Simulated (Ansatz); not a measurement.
Born–Oppenheimer molecular dynamics of C3H7FSi (12 atoms, charge 0, multiplicity 1). It goes on from the last frame of an earlier run, with new velocities.

Theory: Ansatz, RKS BLYP-D4/STO-3G.

```json
{
 "ensemble": "NVE (velocity Verlet)",
 "time step": "0.5 fs",
 "steps asked": "150",
 "starting velocities drawn for": "100 K",
 "seed": "833966"
}
```

First frame:

```xyz
12
Properties=species:S:1:pos:R:3
C 0.015 1.852 0.949
C 0.458 0.550 0.859
F 1.730 0.242 1.262
C -0.400 -0.657 0.344
Si 0.021 -1.163 -1.423
H -1.040 2.032 0.733
H 0.603 2.669 1.409
H -1.421 -0.306 0.481
H -0.284 -1.556 0.948
H 1.406 -1.601 -1.462
H -0.807 -2.206 -1.916
H -0.264 0.044 -2.203
```

Q: How far do the bonds stretch over the last three quarters of this one trajectory? (Pairs bonded in most of those frames.)

A: 
| bond | mean (Å) | spread (Å) | shortest | longest |
| --- | --- | --- | --- | --- |
| C1–C2 | 1.365 | 0.010 | 1.35 | 1.38 |
| C1–H6 | 1.102 | 0.017 | 1.08 | 1.13 |
| C1–H7 | 1.103 | 0.011 | 1.08 | 1.12 |
| C2–F3 | 1.387 | 0.021 | 1.35 | 1.42 |
| C2–C4 | 1.559 | 0.013 | 1.54 | 1.59 |
| C4–Si5 | 1.907 | 0.020 | 1.87 | 1.93 |
| C4–H8 | 1.108 | 0.020 | 1.08 | 1.14 |
| C4–H9 | 1.112 | 0.017 | 1.08 | 1.14 |
| Si5–H10 | 1.454 | 0.005 | 1.45 | 1.46 |
| Si5–H11 | 1.459 | 0.030 | 1.41 | 1.50 |
| Si5–H12 | 1.454 | 0.006 | 1.44 | 1.46 |

Mean temperature of the second half: 128 K. The conserved energy stayed within 0.042 meV per atom of its start (net change -0.03 meV per atom), so the integration is sound. A run of 0.075 ps of so small a system gives no equilibrium averages. Limits of this set-up: minimal basis.

Time of the run: 4.2 min on 1 thread of Arm Neoverse V1, with other jobs on the host, peak memory 0.084 GiB.
